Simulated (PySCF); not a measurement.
# How methods differ on the ionisation energy of Sr+

Sr+ [Kr] 5s1 (2S) → Sr(2+) [Kr] (1S), as a difference of total energies. All numbers are calculated (PySCF 2.14, the spin-free X2C one-electron Hamiltonian (Gaussian nucleus), in x2c-TZVPPall). Correlated levels: valence and next inner shell: [Ar] 3d10 frozen. The calculations carry no spin-orbit coupling.

```csv
method,ionisation energy (eV),error (eV)
UHF,10.451,-0.579
MP2 (valence and next inner shell),10.954,-0.076
SCS-MP2 (valence and next inner shell),10.860,-0.170
CCSD (valence and next inner shell),10.923,-0.107
CCSD(T) (valence and next inner shell),10.958,-0.072
```

Reference: 11.030 eV (measured; NIST Atomic Spectra Database, ionization energies).

Errors of the correlated levels include the incompleteness of this basis and the frozen core.
